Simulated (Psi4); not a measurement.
# Worked example: ideal-gas entropy of MgBr2 (SMILES [Br][Mg][Br])

A linear singlet with charge 0, relaxed at PBE0-D4/def2-TZVP (density fitting) (Psi4 1.11):

```xyz
3

Br    0.0000    0.0000   -2.3195
Mg    0.0000    0.0000    0.0000
Br    0.0000    0.0000    2.3195
```

Harmonic wavenumbers in cm⁻¹: 93, 93, 198, 531.

Masses in u: Br 79.904, Mg 24.305. Take T = 298.15 K, p = 1 bar, R = 8.3145 J/(mol K), kT/hc = 207.22 cm⁻¹, rigid rotor and harmonic oscillator.

Q: Compute the standard molar entropy.

A: 
1. Translation (Sackur–Tetrode): S = R[3/2 ln M + 5/2 ln T − 1.1517] with M = 184.113 gives 173.9 J/(mol K).
2. Rotation: the moment of inertia is 859.780 u Å², so B = 16.8576/I = 0.0196 cm⁻¹; σ = 2; q = kT/(σhcB) = 5286.2; S = R(ln q + 1) = 79.6.
3. Vibration: with u = ν̃/207.22, each mode gives R[u/(eᵘ − 1) − ln(1 − e⁻ᵘ)]; the sum is 41.5, most from 93 cm⁻¹ (15.0), 93 cm⁻¹ (15.0), 198 cm⁻¹ (9.0).
4. Spin: R ln 1 = 0.0.
5. Sum: 173.9 + 79.6 + 41.5 + 0.0 = 295.0 J/(mol K).

No measured value is set beside it here.
